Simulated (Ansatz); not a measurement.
C2H9NOSi, SMILES `OCCN[SiH3]`. Charge 0, multiplicity 1.

```xyz
14

O     1.598   -0.048    1.832
C     0.304    0.511    1.700
C    -0.463   -0.117    0.555
N     0.249    0.050   -0.688
Si   -0.468   -0.102   -2.237
H     1.505   -0.954    2.139
H    -0.267    0.416    2.632
H     0.459    1.573    1.498
H    -1.445    0.365    0.482
H    -0.654   -1.177    0.797
H     1.237   -0.130   -0.583
H     0.555    0.279   -3.245
H    -1.645    0.806   -2.311
H    -0.965   -1.472   -2.573
```

Problem. What are the harmonic wavenumbers in cm⁻¹ at PBE0-D4/def2-TZVP (Ansatz, finite differences of forces, unscaled)? (Estimate.)

Solution. Ansatz gave: 57, 114, 128, 228, 305, 320, 482, 521, 677, 702, 803, 904, 915, 958, 969, 987, 1052, 1110, 1176, 1200, 1257, 1368, 1380, 1407, 1437, 1489, 1493, 2166, 2213, 2234, 2943, 3022, 3057, 3111, 3606, 3853.

Problem. Is this a minimum?

Solution. Yes, all 36 modes are real.

Problem. Give the ideal-gas thermochemistry at 298.15 K and 1 bar (rigid rotor, harmonic oscillator; point group C1, symmetry number 1).

Solution. Zero-point energy 296.9 kJ/mol; H(298) − E = 319.1 kJ/mol; entropy 354.3 J/(mol·K), of which translation 165.1, rotation 112.1, vibration 77.0; G(298) − E = 213.5 kJ/mol. Modes under 100 cm⁻¹ are hindered rotations or soft bends, so the harmonic entropy is rough.

Problem. And at 400, 500, 600, 800 and 1000 K?

Solution. 
```
T (K)  H − E (kJ/mol)  S (J/mol/K)  G − E (kJ/mol)
  400           332.4        392.5           175.4
  500           348.3        427.7           134.4
  600           366.4        460.7            90.0
  800           408.2        520.7            -8.3
 1000           455.6        573.4          -117.8
```
